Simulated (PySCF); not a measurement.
Isomers of C8H11ClSi, mass 170.032 u with the commonest isotopes. Theory: PBE0/pcSseg-1 in PySCF (dipole) on a GFN2-xTB geometry, gas phase. One conformer each, none proved a minimum here; rigid rotors.

**Question.** Order these by rotational constant B, largest first.
A. `[CH2:1]=[CH:2][CH2:3][Si@H:4]1[CH:5]=[CH:6][CH:7]=[C:8]([Cl:9])[CH2:10]1` with C1–C2–C3–Si4 -104°, C2–C3–Si4–C5 -60°, C3–Si4–C5–C6 128°, C5–C6–C7–C8 -7°, C7–C8–C10–Si4 16°, C3–Si4–C10–C8 -137°
B. `[CH3:1][C:2]#[C:3][C:4]1=[CH:5][CH2:6][Si@H:7]([Cl:8])[CH2:9][CH2:10]1` with C4–C5–C6–Si7 -48°, C5–C6–Si7–Cl8 155°, C6–Si7–C9–C10 11°, Si7–C9–C10–C4 -55°
C. `[CH3:1][c:2]1[cH:3][c:4]([Cl:5])[cH:6][cH:7][c:8]1[CH2:9][SiH3:10]` with C7–C8–C9–Si10 -87°

**Answer.** A (626.3 MHz), C (492.8 MHz), B (388.3 MHz).

**Question.** Order these by rotational constant A, largest first.
A. `[CH3:1][C:2]#[C:3][C:4]1=[CH:5][CH2:6][Si@H:7]([Cl:8])[CH2:9][CH2:10]1` with C4–C5–C6–Si7 -48°, C5–C6–Si7–Cl8 155°, C6–Si7–C9–C10 11°, Si7–C9–C10–C4 -55°
B. `[CH2:1]=[CH:2][CH2:3][Si@H:4]1[CH:5]=[CH:6][CH:7]=[C:8]([Cl:9])[CH2:10]1` with C1–C2–C3–Si4 -104°, C2–C3–Si4–C5 -60°, C3–Si4–C5–C6 128°, C5–C6–C7–C8 -7°, C7–C8–C10–Si4 16°, C3–Si4–C10–C8 -137°
C. `[CH3:1][c:2]1[cH:3][c:4]([Cl:5])[cH:6][cH:7][c:8]1[CH2:9][SiH3:10]` with C7–C8–C9–Si10 -87°

**Answer.** A (3311 MHz), C (2120 MHz), B (1401 MHz).

**Question.** Order these by dipole moment, smallest first.
A. `[CH3:1][c:2]1[cH:3][c:4]([Cl:5])[cH:6][cH:7][c:8]1[CH2:9][SiH3:10]` with C7–C8–C9–Si10 -87°
B. `[CH2:1]=[CH:2][CH2:3][Si@H:4]1[CH:5]=[CH:6][CH:7]=[C:8]([Cl:9])[CH2:10]1` with C1–C2–C3–Si4 -104°, C2–C3–Si4–C5 -60°, C3–Si4–C5–C6 128°, C5–C6–C7–C8 -7°, C7–C8–C10–Si4 16°, C3–Si4–C10–C8 -137°
C. `[CH3:1][C:2]#[C:3][C:4]1=[CH:5][CH2:6][Si@H:7]([Cl:8])[CH2:9][CH2:10]1` with C4–C5–C6–Si7 -48°, C5–C6–Si7–Cl8 155°, C6–Si7–C9–C10 11°, Si7–C9–C10–C4 -55°

**Answer.** B (1.67 D), C (2.11 D), A (2.36 D).

```
                 SMILES  point group  Ia (u·Å²)  Ib (u·Å²)  Ic (u·Å²)      κ  μa (D)  μb (D)  μc (D)
C=CC[Si@H]1C=CC=C(Cl)C1           C1     360.83     806.98     980.41  -0.75    1.51    0.70    0.04
 CC#CC1=CC[Si@H](Cl)CC1           C1     152.65    1301.50    1383.99  -0.98    2.08    0.05    0.34
   Cc1cc(Cl)ccc1C[SiH3]           C1     238.34    1025.43    1161.70  -0.93    2.23    0.41    0.66
```
